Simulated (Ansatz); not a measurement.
Frontier orbitals of C₄H₉BF₂ (`CC(C)(C)B(F)F`).

```xyz
16

C     0.826   -1.251   -0.245
C     0.017    0.004    0.085
C     0.820    1.257   -0.258
C    -1.284   -0.007   -0.739
B    -0.431    0.002    1.590
F    -0.762   -1.115    2.220
F    -0.555    1.114    2.297
H     1.069   -1.271   -1.312
H     0.272   -2.162   -0.008
H     1.769   -1.279    0.308
H     0.260    2.168   -0.036
H     1.068    1.265   -1.324
H     1.759    1.300    0.301
H    -1.896    0.879   -0.545
H    -1.041   -0.014   -1.806
H    -1.889   -0.893   -0.530
```

The species carries charge 0 and has multiplicity 1. The structure was optimised at the PBE0-D4/def2-TZVP level. Basis def2-TZVPP, Ansatz 0.2.0.

Orbital energies of one run (eV). Highest occupied ones, from the top: -7.74, -8.60, -8.64, -9.44, -9.78, -10.02, -10.45, -10.88, -11.05, -11.30, -11.40, -12.34, -12.67, -13.49. Empty: -0.36, 0.13, 1.44, 1.64, 1.95, 2.05.

Task: Which functional gave them?
A. BHLYP
B. PBE
C. CAM-B3LYP
D. B97M-V

Result: D. HOMO energies: B97M-V -7.74, PBE -7.31, BHLYP -10.13, CAM-B3LYP -10.19 eV.
